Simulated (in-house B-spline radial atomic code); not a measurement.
Checks on a self-consistent run for Ar VII (Ar6+), [Ne] 3s2. Method: Dirac-Hartree-Fock, average of configuration, Fermi nucleus of rms radius 3.4274 fm. Calculated with a B-spline radial code for spherical atoms.

```csv
orbital,q,ε (Eh),<1/r>,<r²>,small-component weight
1s1/2,2,-123.49650,17.7082,0.00985206,0.0041227
2s1/2,2,-16.55677,3.61617,0.195511,0.00068281
2p1/2,2,-13.77237,3.49844,0.169685,0.00064777
2p3/2,4,-13.68630,3.46993,0.171582,0.00064314
3s1/2,2,-4.50081,1.15406,1.62326,0.00015039
```

Electron-electron repulsion V_ee = 146.1483 hartree.

(1) What total energy follows from the eigenvalues?

(2) Does the Dirac virial theorem hold?

(3) What diamagnetic shielding (Lamb formula) and susceptibility (Langevin formula) do the radii give?

Results:

(1) The eigenvalues count the repulsion twice, so E = Σqε - V_ee = -371.398 - 146.148 = -517.546 hartree; the run printed -517.546.

(2) For a point nucleus E = -2c²Σq·w, with w the small-component weight. Here Σq·w = 0.01378 and c = 137.0360, so the ratio E/(-2c²Σq·w) is 1.000003.

(3) σ = (α²/3)Σq<1/r> = 65.8335/(3·137.036²) = 1168.6 ppm, and χ = -0.79199×10⁻⁶·Σq<r²> = -3.709×10⁻⁶ cm³/mol with Σq<r²> = 4.683 bohr². Both are non-relativistic formulas without the paramagnetism of open shells.
